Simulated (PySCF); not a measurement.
A first-order proton ENDOR spectrum was simulated from computed couplings for a radical in fast tumbling at B = 3349.3 mT (W band).

Class means under 0.5 MHz are left out. Line positions in MHz: 115.77, 121.83, 123.17, 134.65, 150.56, 162.04, 163.38, 169.44.

Q: What is the proton Larmor frequency at this field?

A: νH = 5.58569 × 7.62259 MHz/T × 3.3493 T = 142.60 MHz.

Q: Pair the lines and read off the couplings.

A: ν± = |νn ± a/2|, one line for each electron-spin manifold; νn = |g_N| × 7.62259 MHz/T × B. A pair with |a| < 2νn is centred on νn and split by |a|; one with |a| > 2νn is centred on |a|/2 and split by 2νn.

| lower line | upper line | centred on | \|a\| (MHz) |
| --- | --- | --- | --- |
| 115.77 | 169.44 | νn | 53.67 |
| 121.83 | 163.38 | νn | 41.55 |
| 123.17 | 162.04 | νn | 38.87 |
| 134.65 | 150.56 | νn | 15.91 |

C3H6NSi (doublet state).
Geometry (GFN2-xTB, Å), atoms numbered from 1 in this order:
```
atom  x, y, z in Å
C1    -0.184   -1.265    0.387
C2    -1.330   -0.639   -0.091
N3    -1.265    0.566   -0.589
C4    -0.068    1.253   -0.290
Si5    1.255   -0.115    0.139
H6    -0.215   -2.271    0.770
H7    -2.287   -1.143   -0.154
H8     0.163    1.952   -1.093
H9    -0.212    1.837    0.625
H10    2.069    0.182    1.318
H11    2.081   -0.353   -1.049
```

Identity: `[CH]1C=NC[SiH2]1` [radical].

Q: This is the radical. Which protons give which coupling, and how does each split the EPR lines?

A: 53.7 MHz (computed sign +): H8/H9, 2 bonds from N3, a 1:2:1 triplet of 1.914 mT; 41.5 MHz (computed sign +): H10/H11, 2 bonds from C1, a 1:2:1 triplet of 1.482 mT; 38.9 MHz (computed sign −): H6, 1 bond from C1, a 1:1 doublet of 1.386 mT; 15.9 MHz (computed sign +): H7, 2 bonds from N3, on C2 of spin population -0.23, a 1:1 doublet of 0.567 mT. To first order the positions of ENDOR lines don't depend on how many nuclei share a coupling. Main spin sites, with 60 % or more of the largest population: C1, N3; positions count bonds from the nearest.

Computed, not measured: PySCF 2.14.0, UKS B3LYP, pcH-1 on C H N Si, non-relativistic, mean-field spin-orbit, GIAO. One conformer (not necessarily the lowest) at the GFN2-xTB geometry, without solvent, vibrations or thermal averaging. The geometry wasn't refined by DFT: couplings that depend on bond lengths, twists or pyramidal angles can differ widely from those at the functional's own minimum. No stability test was run, so a lower SCF solution isn't excluded. ⟨S²⟩ is 0.775 where a pure state has 0.75.

Nuclei that the bonding pattern makes equivalent are averaged, as if the motion that swaps them (rotation, inversion, ring flip) were fast. The 1H value of +53.7 MHz is a mean of couplings from 9.0 to 98.3 MHz in this one geometry, not an average over conformers. The 1H value of +41.5 MHz is a mean of couplings from 12.8 to 70.3 MHz in this one geometry, not an average over conformers.

Largest spin populations (Mulliken): C1 (+0.66), N3 (+0.53) and C2 (-0.23). The angles at C1 add up to 359.9°, so it is planar.

Time: 31 s wall (with the writing of density and orbital grids); peak memory 0.68 GiB. Hardware: one thread, Arm Neoverse V1 (aarch64), no GPU, shared host with 32 logical CPUs at a one-minute load of 12.
